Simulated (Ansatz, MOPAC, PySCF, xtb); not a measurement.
Noncovalent pair: HI (SMILES I) (first 2 atoms) with H4OSi (SMILES O[SiH3]); geometry from B3LYP-D3(BJ)/def2-TZVP.
(charge 0, multiplicity 1):
```xyz
8

I     -0.42324    -1.16970    -0.63275
H     -0.57646    -0.96017     0.97325
O     -0.66012    -0.55387     2.94825
Si     0.19234     0.70347     3.62416
H     -1.25778    -1.06609     3.49887
H     -0.72424     1.72105     4.18960
H      0.97991     1.27281     2.51603
H      1.08482     0.21832     4.70273
```

Interaction energies are E(AB) − E(A) − E(B) at the monomers' geometry in the complex; basis-set methods are counterpoise corrected.

The state reached by PM7 isn't checked; PM7 holds dispersion and hydrogen-bond terms.

Run with Ansatz (an electronic-structure program); MOPAC for PM7 (differences of heats of formation); PySCF for the dispersion terms; xtb for the GFN methods.  In def2 rows elements past Kr take small-core potentials, without spin–orbit coupling.

### Question
Predict the interaction energy from PM7.

### Answer
-4.6 kcal/mol

### Question
Predict the interaction energy from GFN-FF.

### Answer
-3.3 kcal/mol

### Question
Predict the interaction energy from PBE-D3(BJ)/def2-TZVPPD.

### Answer
-3.9 kcal/mol
